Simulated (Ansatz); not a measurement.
Input file for Ansatz (an electronic-structure program): R-PBE0/def2-TZVPP on GeH2IN (SMILES [NH2][Ge][I]), a point of a torsion scan. Elements past Kr take the def2 small-core potentials; no spin–orbit coupling.

Ansatz 0.2 input:
```yaml
crystal:
  periodic: [false, false, false]
  atoms:
    - {symbol: N, position_ang: [-0.73000464, 0.03133118, 0.14601498]}
    - {symbol: Ge, position_ang: [0.60867910, -1.09009544, -0.42759612]}
    - {symbol: I, position_ang: [2.58147124, 0.24004981, 0.55701678]}
    - {symbol: H, position_ang: [-0.82189669, 1.00870498, -0.09459619]}
    - {symbol: H, position_ang: [-1.66453442, -0.35895927, 0.11726814]}
basis:
  gaussian:
    orbitals: def2-TZVPP
hamiltonian:
  xc: {name: PBE0}
scf: {lower_state_search: off}
```

The head of its log:

```
WARN ansatz: RAYON_NUM_THREADS=1 ignored (pool sized by the plan → 1); use --threads N
Functional definition: PBE0
these checks for a lower state are left out or cut short: stability, starts, cluster_reference, orbital_swaps, neighbouring_geometries, increment
integrals: 0.08 GiB planned
1092 factors; their error is unknown
mean field: 0.71 GiB planned
mean field evaluation 1: about -66127.6355 eV, gradient 6.2e1 eV
mean field evaluation 2: about -66091.6810 eV, gradient 1.2e2 eV
```

Task: Give the final energy of this run.

Result: -2430.4330 hartree.
